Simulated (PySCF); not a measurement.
silicon monosulfide cation (SSi), SMILES [Si]=S (connectivity only; charge and spin as stated), charge +1, multiplicity 2. Atoms are numbered in the order given.

```xyz
2

Si     0.0000     0.0000    -1.1088
S      0.0000     0.0000     0.9702
```
Charge +1, spin multiplicity 2.

Coordinates come from a r2SCAN-D4/def2-TZVPD optimisation. The spin state was assumed, not searched.

Method: B3LYP/def2-TZVPD (PySCF).

Mulliken values depend strongly on the basis, most of all with diffuse functions as here. Atomic charges (e):

```csv
atom,meta-Löwdin,Mulliken,Mulliken spin
Si1,0.81,0.81,0.07
S2,0.19,0.19,0.93
```
